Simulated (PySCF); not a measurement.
Al(AsH2)(F)2 (AlAsF2H2), SMILES [F][Al]([F])[AsH2].

The structure is a stationary point at PBE0-D3(BJ)/def2-SVP.

The numbers are results of r2SCAN/def2-TZVPD (PySCF), not measurements.

Symmetry labels are those of the subgroup Cs that the program uses (full group Cs).

**Question.** List the valence orbital energies around the gap with their symmetry. (Estimate from the structure and the level; the computed values follow.)

**Answer.** 
```json
[
 {"orbital": "HOMO−7", "symmetry": "A\"", "energy (eV)": "-11.13"},
 {"orbital": "HOMO−6", "symmetry": "A'", "energy (eV)": "-10.49"},
 {"orbital": "HOMO−5", "symmetry": "A'", "energy (eV)": "-10.46"},
 {"orbital": "HOMO−4", "symmetry": "A\"", "energy (eV)": "-10.12"},
 {"orbital": "HOMO−3", "symmetry": "A\"", "energy (eV)": "-10.08"},
 {"orbital": "HOMO−2", "symmetry": "A\"", "energy (eV)": "-9.72"},
 {"orbital": "HOMO−1", "symmetry": "A'", "energy (eV)": "-8.61"},
 {"orbital": "HOMO", "symmetry": "A'", "energy (eV)": "-7.30"},
 {"orbital": "LUMO", "symmetry": "A'", "energy (eV)": "-1.59"},
 {"orbital": "LUMO+1", "symmetry": "A'", "energy (eV)": "-1.29"},
 {"orbital": "LUMO+2", "symmetry": "A\"", "energy (eV)": "-0.83"},
 {"orbital": "LUMO+3", "symmetry": "A'", "energy (eV)": "-0.08"}
]
```
